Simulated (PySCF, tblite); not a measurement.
Isomers of C4H7F3S2Si, one GFN2-xTB conformer each. Single-point energies are computed at PBE0/pcSseg-1 (PySCF, gas phase, no added dispersion term), electronic only.

Question: Rank them by PBE0/pcSseg-1 energy, lowest first (kcal/mol).
A. `[CH3:1][Si@@H:2]1[S:3][CH2:4][C@H:5]([C:6]([F:7])([F:8])[F:9])[S:10]1` with C1–Si2–S3–C4 -106°, Si2–S3–C4–C5 -40°, S3–C4–C5–C6 -179°, C4–C5–S10–Si2 -44°
B. `[CH3:1][S:2][SiH2:3][S:4]/[CH:5]=[CH:6]\[C:7]([F:8])([F:9])[F:10]` with C1–S2–Si3–S4 -177°, S2–Si3–S4–C5 -22°, Si3–S4–C5–C6 -177°
C. `[F:1][C:2]([F:3])([F:4])[CH2:5][C@H:6]1[CH2:7][S:8][SiH2:9][S:10]1` with C2–C5–C6–C7 68°, C5–C6–C7–S8 179°, C6–C7–S8–Si9 -43°, C7–S8–Si9–S10 13°, S8–Si9–S10–C6 12°
D. `[F:1][C:2]([F:3])([F:4])[S:5][C@@H:6]1[CH2:7][S:8][CH2:9][SiH2:10]1` with C2–S5–C6–C7 -72°, S5–C6–C7–S8 -163°, C6–C7–S8–C9 52°, C7–S8–C9–Si10 -39°, S8–C9–Si10–C6 18°
E. `[CH3:1][C@:2]1([C:3]([F:4])([F:5])[F:6])[CH2:7][S:8][SiH2:9][S:10]1` with C1–C2–C7–S8 -65°, C2–C7–S8–Si9 -43°, C7–S8–Si9–S10 14°, S8–Si9–S10–C2 11°
F. `[F:1][CH:2]([F:3])[C@@H:4]1[SiH2:5][S:6][CH2:7][S:8][C@@H:9]1[F:10]` with F1–C2–C4–Si5 -169°, C2–C4–Si5–S6 -176°, C4–Si5–S6–C7 47°, Si5–S6–C7–S8 -63°, S6–C7–S8–C9 72°
G. `[CH3:1][S:2][SiH2:3][S:4]/[CH:5]=[CH:6]/[C:7]([F:8])([F:9])[F:10]` with C1–S2–Si3–S4 -177°, S2–Si3–S4–C5 -27°, Si3–S4–C5–C6 -174°

Answer: A (0.0), C (7.9), E (9.8), G (34.3), B (37.4), F (39.5), D (49.8).

Neighbours under 2.5 kcal/mol apart (FC(F)(F)C[C@H]1CS[SiH2]S1 and C[C@]1(C(F)(F)F)CS[SiH2]S1; CS[SiH2]S/C=C\C(F)(F)F and FC(F)[C@@H]1[SiH2]SCS[C@@H]1F) can change places with a better method, another conformer or zero-point energy. CS[SiH2]S/C=C/C(F)(F)F and CS[SiH2]S/C=C\C(F)(F)F are stereoisomers, 3.1 kcal/mol apart in the conformers taken. GFN2-xTB itself gives, in the same order: 10.1, 0.9, 0.0, 29.8, 31.3, 29.8, 55.4. GFN2-xTB puts C[C@]1(C(F)(F)F)CS[SiH2]S1 lowest instead; measured from each level's own lowest isomer, the values differ by up to 10.1 kcal/mol (C[Si@@H]1SC[C@H](C(F)(F)F)S1: 10.1 against 0.0).

Q: Which frontier levels, dipoles and rotational constants go with these structures?

A: 
```
                       SMILES  HOMO (eV, PBE0/pcSseg-1)  LUMO (eV)  dipole (D)       A, B, C (MHz)
 C[Si@@H]1SC[C@H](C(F)(F)F)S1                     -7.32      -0.60        2.42  1588, 543.2, 461.2
    FC(F)(F)C[C@H]1CS[SiH2]S1                     -7.30      -0.66        1.52  1748, 449.5, 389.6
   C[C@]1(C(F)(F)F)CS[SiH2]S1                     -7.42      -0.74        1.90  1526, 636.2, 558.7
       CS[SiH2]S/C=C/C(F)(F)F                     -7.14      -0.94        4.97  1479, 346.9, 298.8
       CS[SiH2]S/C=C\C(F)(F)F                     -7.12      -0.97        5.40  2399, 319.2, 298.6
FC(F)[C@@H]1[SiH2]SCS[C@@H]1F                     -7.02      -0.16        1.04  1265, 647.5, 492.1
   FC(F)(F)S[C@@H]1CSC[SiH2]1                     -6.71      -0.24        2.43  1729, 470.5, 408.2
```

Q: What happens when harmonic zero-point energies from GFN2-xTB frequencies are added?

A: 
```json
{"SMILES": "C[Si@@H]1SC[C@H](C(F)(F)F)S1", "ZPE (kcal/mol)": "67.1", "electronic (kcal/mol)": "0.0", "with ZPE (kcal/mol)": "0.0"}
{"SMILES": "FC(F)(F)C[C@H]1CS[SiH2]S1", "ZPE (kcal/mol)": "66.8", "electronic (kcal/mol)": "7.9", "with ZPE (kcal/mol)": "7.6"}
{"SMILES": "C[C@]1(C(F)(F)F)CS[SiH2]S1", "ZPE (kcal/mol)": "66.4", "electronic (kcal/mol)": "9.8", "with ZPE (kcal/mol)": "9.1"}
{"SMILES": "CS[SiH2]S/C=C/C(F)(F)F", "ZPE (kcal/mol)": "63.9", "electronic (kcal/mol)": "34.3", "with ZPE (kcal/mol)": "31.2"}
{"SMILES": "CS[SiH2]S/C=C\\C(F)(F)F", "ZPE (kcal/mol)": "64.0", "electronic (kcal/mol)": "37.4", "with ZPE (kcal/mol)": "34.4"}
{"SMILES": "FC(F)[C@@H]1[SiH2]SCS[C@@H]1F", "ZPE (kcal/mol)": "66.1", "electronic (kcal/mol)": "39.5", "with ZPE (kcal/mol)": "38.5"}
{"SMILES": "FC(F)(F)S[C@@H]1CSC[SiH2]1", "ZPE (kcal/mol)": "64.8", "electronic (kcal/mol)": "49.8", "with ZPE (kcal/mol)": "47.5"}
```

The zero-point energies span 3.2 kcal/mol. The order is unchanged.

Q: As an exercise, what shares would exp(−E/RT) give at 1000 K from these electronic energies alone (no entropy, no degeneracies)?

A: RT = 1.987 kcal/mol: C[Si@@H]1SC[C@H](C(F)(F)F)S1 97.4 %, FC(F)(F)C[C@H]1CS[SiH2]S1 1.9 %, C[C@]1(C(F)(F)F)CS[SiH2]S1 0.7 %, CS[SiH2]S/C=C/C(F)(F)F under 0.1 %, CS[SiH2]S/C=C\C(F)(F)F under 0.1 %, FC(F)[C@@H]1[SiH2]SCS[C@@H]1F under 0.1 %, FC(F)(F)S[C@@H]1CSC[SiH2]1 under 0.1 %.
